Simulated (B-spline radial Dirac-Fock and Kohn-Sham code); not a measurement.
# X-ray lines that fill the M5 vacancy in I⁺

System: iodine as I⁺, [Kr] 4d10 5s2 5p4.

Input file task.json (cfg lists n, l and occupation; rrms is the nuclear radius in fm):

```json
{"items": [{
  "Z": 53,
  "q": 1,
  "cfg": [[1, 0, 2], [2, 0, 2], [2, 1, 6], [3, 0, 2], [3, 1, 6], [3, 2, 10], [4, 0, 2], [4, 1, 6], [4, 2, 10], [5, 0, 2], [5, 1, 4]],
  "A": 127,
  "rrms": 4.75,
  "do": ["binding", "quiet", "decay"],
  "holes": ["K", "L1", "L2", "L3", "M1", "M2", "M3", "M4", "M5", "N1", "N2", "N3", "N4", "N5"]
}]}
```

Run with: `python xray_run.py task.json out`

Calculated with a B-spline atomic structure program, using a relativistic independent-particle model: LDA orbitals of the hole state, radiative multipoles to third order, Auger rates from the Coulomb interaction with a continuum orbital, Dirac-Fock energies.

| line | multipole | energy (eV) | width (meV) | share (%) |
| --- | --- | --- | --- | --- |
| M5-N3 | E1 | – | 0.197 | 92.0 |
| M5-N5 | E2 | 571.3 | 0.000168 | 0.0785 |
| M5-O3 | E1 | 620.1 | 0.0169 | 7.88 |

The listed lines hold 100.0 % of the radiative rate. A dash stands for an energy that rests on an unreliable hole state. The radiative width is 0.000214 eV in the length form and 0.000229 eV in the velocity form; the two differ because the transition energies are not eigenvalue differences of the potential that gave the orbitals.
